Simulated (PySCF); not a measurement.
CaCl₂, SMILES [Cl][Ca][Cl].

Coordinates come from a B3LYP-D3(BJ)/def2-TZVP optimisation. The isomer is the one that the SMILES or the coordinates give; other isomers of the formula were not compared.

Level of theory: TDA-M06-2X/def2-TZVPD in PySCF.

Vertical excitations; the highest root listed may be one member of a degenerate set. Isolated molecule, no solvent. State labels are in the subgroup D2h.

```csv
state,symmetry,energy (eV),λ (nm),f,main pairs
S1,B3u,5.43,229,0.072,HOMO→LUMO (degenerate set)
S2,B2u,5.43,229,0.072,HOMO−1→LUMO (degenerate set)
S3,B3g,5.44,228,0.000,HOMO−2→LUMO (degenerate set)
S4,B2g,5.44,228,0.000,HOMO−3→LUMO (degenerate set)
S5,B1u,5.48,226,0.022,HOMO−4→LUMO 97 %
S6,Ag,6.31,197,0.000,HOMO−5→LUMO 94 %
S7,B1g,6.98,178,0.000,"HOMO→LUMO+1 39 %, HOMO−1→LUMO+2 39 %, HOMO−3→LUMO+8 9 %, HOMO−2→LUMO+7 9 %"
S8,Au,7.06,176,0.000,"HOMO−3→LUMO+1 34 %, HOMO−2→LUMO+2 34 %, HOMO→LUMO+8 13 %, HOMO−1→LUMO+7 13 %"
S9,B1u,7.08,175,0.000,"HOMO−4→LUMO+4 55 %, HOMO−2→LUMO+1 16 %, HOMO−3→LUMO+2 16 %"
S10,Au,7.08,175,0.000,"HOMO−4→LUMO+3 57 %, HOMO−2→LUMO+2 15 %, HOMO−3→LUMO+1 15 %"
T1,B1u,5.34,232,0,HOMO−4→LUMO 96 %
T2,B3g,5.42,229,0,HOMO−2→LUMO (degenerate set)
T3,B2g,5.42,229,0,HOMO−3→LUMO (degenerate set)
T4,B3u,5.49,226,0,HOMO→LUMO 95 %
```
Triplets are in the Tamm–Dancoff approximation.
